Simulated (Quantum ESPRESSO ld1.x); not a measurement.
Input file for ld1.x (Quantum ESPRESSO 7.5):

```
 &input
    zed=29.0,
    iswitch=1,
    rel=1,
    dft='SLA-VWN',
    config='[Ar] 3d10 4s0 4p0',
    verbosity='high',
    prefix='ld1',
    max_out_wfc=37,
    file_charge='ld1.rho',
 /
```

Command: `OMP_NUM_THREADS=1 ld1.x < ld1.in > ld1.out`

Output:

```
     Program LD1 v.7.5 starts

     --------------------------- All-electron run ----------------------------

     scalar relativistic calculation

     atomic number is 29.00
     dft =SLA-VWN   lsd =0 sic =0 latt =0  beta=0.20 tr2=1.0E-14
     Exchange-correlation= SLA-VWN
                           (   1   2   0   0   0   0   0)
     mesh =1997 r(mesh) =  99.55439 a.u. xmin = -8.00 dx = 0.00800
     1 Ry =  13.60569312 eV, c = 137.03599908

     n l     nl                  e(Ry)          e(Ha)          e(eV)
     1 0     1S 1( 2.00)    -649.878818994    -324.939409497  -8842.0517784
     2 0     2S 1( 2.00)     -78.557075974     -39.278537987  -1068.8234683
     2 1     2P 1( 6.00)     -67.977414990     -33.988707495   -924.8798476
     3 0     3S 1( 2.00)      -9.028619262      -4.514309631   -122.8406230
     3 1     3P 1( 6.00)      -5.935170593      -2.967585296    -80.7521097
     3 2     3D 1(10.00)      -1.029768509      -0.514884255    -14.0107143
     4 0     4S 1( 0.00)      -0.893079681      -0.446539841    -12.1509681
     4 1     4P 1( 0.00)      -0.486984930      -0.243492465     -6.6257675

     final scf error:  4.9E-15 reached in  30 iterations

     Etot =   -3303.931529 Ry,   -1651.965764 Ha,  -44952.278478 eV

     Ekin =    3351.679400 Ry,    1675.839700 Ha,   45601.921364 eV
     Encl =   -7943.316230 Ry,   -3971.658115 Ha, -108074.323008 eV
     Eh   =    1417.203322 Ry,     708.601661 Ha,   19282.033499 eV
     Exc  =    -129.498021 Ry,     -64.749011 Ha,   -1761.910334 eV

     normalization and overlap integrals

     s(1S/1S) =  1.000000  <r> =   0.0522  <r2> =    0.0037  r(max) =   0.0342
     s(1S/2S) = -0.004014
     s(1S/3S) = -0.001487
     s(1S/4S) = -0.000382
     s(2S/2S) =  1.000000  <r> =   0.2357  <r2> =    0.0655  r(max) =   0.1972
     s(2S/3S) = -0.000861
     s(2S/4S) = -0.000216
     s(2P/2P) =  1.000000  <r> =   0.2066  <r2> =    0.0524  r(max) =   0.1577
     s(2P/3P) = -0.000685
     s(2P/4P) = -0.000131
     s(3S/3S) =  1.000000  <r> =   0.7140  <r2> =    0.5903  r(max) =   0.6143
     s(3S/4S) = -0.000125
     s(3P/3P) =  1.000000  <r> =   0.7513  <r2> =    0.6691  r(max) =   0.6192
     s(3P/4P) = -0.000080
     s(3D/3D) =  1.000000  <r> =   1.0137  <r2> =    1.4163  r(max) =   0.5997
     s(4S/4S) =  1.000000  <r> =   2.5540  <r2> =    7.5118  r(max) =   2.1227
     s(4P/4P) =  1.000000  <r> =   3.3625  <r2> =   13.1757  r(max) =   2.7202

     ------------------------ End of All-electron run ------------------------
```

Run on one thread of a shared host, so times are rough (Intel(R) Xeon(R) Processor @ 2.60GHz): 0.37 s of CPU time, 1.4 s wall, 30 iterations on 1997 mesh points.
